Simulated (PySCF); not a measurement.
# Cr⁺ (chromium, charge +1): r2SCAN calculation

Configuration: [Ar] 3d4 4p1, one real determinant (an excited configuration). All numbers are calculated (PySCF 2.14, the spin-free X2C one-electron Hamiltonian (Gaussian nucleus), in x2c-TZVPPall with one added diffuse shell each of s, p, d, f type (7s6p5d3f1g, 80 functions)).

| Property | Result |
| --- | --- |
| Total energy | -1050.266 hartree |
| One-electron energy | -1435.125 hartree |
| Hartree (Coulomb) energy | 433.667 hartree |
| Exchange-correlation energy | -48.808 hartree |
| ⟨S²⟩ | 8.7508 |
| ⟨L²⟩ | 8.012 |
| Sum of ⟨r⟩ | 18.26 bohr |
| Sum of ⟨r²⟩ | 31.02 bohr² |
| Traceless quadrupole moment −½Σ⟨3z² − r²⟩ along its main axis | -5.38 e·bohr² |
| Langevin diamagnetic susceptibility | -24.6 ×10⁻⁶ cm³/mol |

| shell | electrons | mean orbital energy (hartree) | spread (hartree) | rms radius, mean of both spins (bohr) |
| --- | --- | --- | --- | --- |
| 1s α | 1 | -217.24503 | 0 | 0.0734 |
| 1s β | 1 | -217.24354 | 0 | 0.0734 |
| 2s α | 1 | -25.30795 | 0 | 0.318 |
| 2s β | 1 | -25.23690 | 0 | 0.318 |
| 2p α | 3 | -21.29299 | 0.01282 | 0.288 |
| 2p β | 3 | -21.23712 | 0.02475 | 0.288 |
| 3s α | 1 | -3.35382 | 0 | 0.965 |
| 3s β | 1 | -3.16882 | 0 | 0.965 |
| 3p α | 3 | -2.25774 | 0.00773 | 1.04 |
| 3p β | 3 | -2.07035 | 0.05434 | 1.04 |
| 3d α | 4 | -0.60863 | 0.03364 | 1.41 |
| 4p α | 1 | -0.31228 | 0 | 3.75 |

⟨L²⟩ = 8.01 against 12 for a pure F term, so this real determinant mixes terms.

Densities and radii are taken from the X2C orbitals without a picture-change correction, which distorts them close to the nucleus.
